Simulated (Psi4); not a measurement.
Level of theory: SAPT0/jun-cc-pVDZ, frozen core (Psi4).

Psi4 input:

```
molecule {
0 1
C -2.34127201 -1.31295871 -0.51081952
O -1.54143363 -0.15563291 -0.56801643
Si -0.00108440 -0.00173271 0.01402909
C 0.01203708 0.06867070 1.87782538
O 0.64869864 1.37021087 -0.64238665
C 0.04904199 2.64386319 -0.66933721
O 0.87745993 -1.28714697 -0.54362670
C 2.28150624 -1.39370940 -0.55171805
H -1.81872454 -2.18868637 -0.93415676
H -2.63933170 -1.55754648 0.52661090
H -3.25926901 -1.13993513 -1.09436544
H -0.54905431 0.94300208 2.24544847
H 1.04152563 0.14130326 2.26421249
H -0.44813333 -0.83403144 2.31118707
H -0.96026858 2.60769197 -1.11564910
H 0.67378752 3.31826504 -1.27599413
H -0.03759440 3.08086748 0.34381419
H 2.75159870 -0.52312679 -1.04182532
H 2.56601824 -2.30146389 -1.10686876
H 2.69449194 -1.47790378 0.47163649
--
0 1
H -0.03267038 -0.16316348 -3.91423167
H -0.02738416 -0.12776560 -3.17125316
units angstrom
symmetry c1
no_reorient
no_com
}
set basis jun-cc-pvdz
set scf_type df
set freeze_core true
energy('sapt0')
```

Part of the output:

```
    SAPT Results
  --------------------------------------------------------------------------------------------------------
    Electrostatics                 -0.66025703 [mEh]      -0.41431754 [kcal/mol]      -1.73350460 [kJ/mol]
      Elst10,r                     -0.66025703 [mEh]      -0.41431754 [kcal/mol]      -1.73350460 [kJ/mol]

    Exchange                        1.65268785 [mEh]       1.03707728 [kcal/mol]       4.33913135 [kJ/mol]
      Exch10                        1.65268785 [mEh]       1.03707728 [kcal/mol]       4.33913135 [kJ/mol]
      Exch10(S^2)                   1.64931106 [mEh]       1.03495832 [kcal/mol]       4.33026560 [kJ/mol]

    Induction                      -0.24664506 [mEh]      -0.15477211 [kcal/mol]      -0.64756650 [kJ/mol]
      Ind20,r                      -0.39604801 [mEh]      -0.24852388 [kcal/mol]      -1.03982392 [kJ/mol]
      Exch-Ind20,r                  0.27252315 [mEh]       0.17101086 [kcal/mol]       0.71550942 [kJ/mol]
      delta HF,r (2)               -0.12312019 [mEh]      -0.07725908 [kcal/mol]      -0.32325200 [kJ/mol]

    Dispersion                     -1.37363502 [mEh]      -0.86196899 [kcal/mol]      -3.60647824 [kJ/mol]
      Disp20                       -1.49637704 [mEh]      -0.93899077 [kcal/mol]      -3.92873739 [kJ/mol]
      Exch-Disp20                   0.12274203 [mEh]       0.07702178 [kcal/mol]       0.32225915 [kJ/mol]
      Disp20 (SS)                  -0.74818852 [mEh]      -0.46949539 [kcal/mol]      -1.96436869 [kJ/mol]
      Disp20 (OS)                  -0.74818852 [mEh]      -0.46949539 [kcal/mol]      -1.96436869 [kJ/mol]
      Exch-Disp20 (SS)              0.07579098 [mEh]       0.04755956 [kcal/mol]       0.19898919 [kJ/mol]
      Exch-Disp20 (OS)              0.04695105 [mEh]       0.02946223 [kcal/mol]       0.12326996 [kJ/mol]

  Total HF                          0.74578576 [mEh]       0.46798763 [kcal/mol]       1.95806025 [kJ/mol]
  Total SAPT0                      -0.62784926 [mEh]      -0.39398136 [kcal/mol]      -1.64841799 [kJ/mol]
```
